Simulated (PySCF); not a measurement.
# Orbital picture of InSb

PBE0 at R = 2.955 Å; PySCF, scalar-relativistic core potentials, basis sets In cc-pVTZ-PP with ECP28, Sb cc-pVTZ-PP with ECP28. State: ³Σ⁻ (triplet), unpaired electrons π ↑↑. Only the outer orbitals are listed, counted within each symmetry, core potentials removing the inner ones.

| spin | orbital | occ. | ε (eV) | on In (%) | main shells (%) |
| --- | --- | --- | --- | --- | --- |
| α | 7σ | 1 | -14.52 | 7 | 93 Sb s |
| α | 8σ | 1 | -9.45 | 81 | 81 In s, 13 Sb p |
| α | 5π | 1 | -6.05 | 7 | 92 Sb p |
| α | 5π | 1 | -6.05 | 7 | 92 Sb p |
| α | 9σ | 1 | -5.34 | 40 | 60 Sb p, 27 In p, 12 In s |
| α | 6π | 0 | -1.79 | 92 | 92 In p |
| α | 6π | 0 | -1.79 | 92 | 92 In p |
| α | 10σ | 0 | -0.01 | 89 | 94 In p, 23 Sb p |
| β | 7σ | 1 | -12.88 | 11 | 88 Sb s, 8 In s |
| β | 8σ | 1 | -9.20 | 81 | 81 In s, 9 Sb s, 9 Sb p |
| β | 9σ | 1 | -4.94 | 43 | 56 Sb p, 34 In p |
| β | 5π | 0 | -2.94 | 35 | 64 Sb p, 34 In p |
| β | 5π | 0 | -2.94 | 35 | 64 Sb p, 34 In p |
| β | 6π | 0 | -1.29 | 67 | 65 In p, 32 Sb p |

Question: Which are the highest filled and the lowest empty level, where do they sit, and how wide is the gap?

Answer: Highest filled β 9σ at -4.94 eV (in %: 56 Sb p, 34 In p); lowest empty β 5π at -2.94 eV (in %: 64 Sb p, 34 In p); the gap at PBE0 is 2.00 eV.

```
bond order (Mayer)                               : 1.09
⟨S²⟩                                             : 2.008
charge on In (Mulliken, basis-dependent)         : 0.23
charge on In (Löwdin, basis-dependent)           : 0.07
dipole moment (positive dipole means In(−)Sb(+)) : -1.93 D
polarisability along the bond                    : 165.2 bohr³
polarisability across the bond                   : 76.0 bohr³
```

Spin–orbit coupling is left out. The state is the lowest determinant that a PBE0 search found; another state may lie lower at other levels.
